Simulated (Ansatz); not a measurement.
CH3AlFI (`[CH3][Al]([F])[I]`) from Hartree–Fock to CCSD(T)

```xyz
7

C     0.053   -0.418   -0.884
Al    0.105    0.369    0.878
F     1.504    0.359    1.746
I    -1.829    1.429    1.974
H    -0.939   -0.342   -1.334
H     0.772    0.077   -1.542
H     0.333   -1.474   -0.837
```

Total charge 0; spin multiplicity 1. Correlated methods include outer-core shells of I, which these sets cover unevenly. I: def2 effective core potential. All single points use the PBE0-D4/def2-TZVP geometry. Frozen core, restricted reference, Ansatz 0.2.0.

```csv
basis,HF (Eh),MP2 corr.,CCSD corr.,(T),CCSD(T) total
def2-SVP,?,-0.50720,?,-0.01128,?
def2-TZVPP,-677.85947,-0.99727,?,-0.02708,?
def2-QZVPP,-677.87462,?,–,–,–
```

Question: Fill in the withheld values. (An estimate is asked.)

Answer: Ansatz gave: def2-SVP HF (Eh): -677.59061; def2-SVP CCSD corr.: -0.53580; def2-SVP CCSD(T) total: -678.13769; def2-TZVPP CCSD corr.: -0.98536; def2-TZVPP CCSD(T) total: -678.87191; def2-QZVPP MP2 corr.: -1.21049.
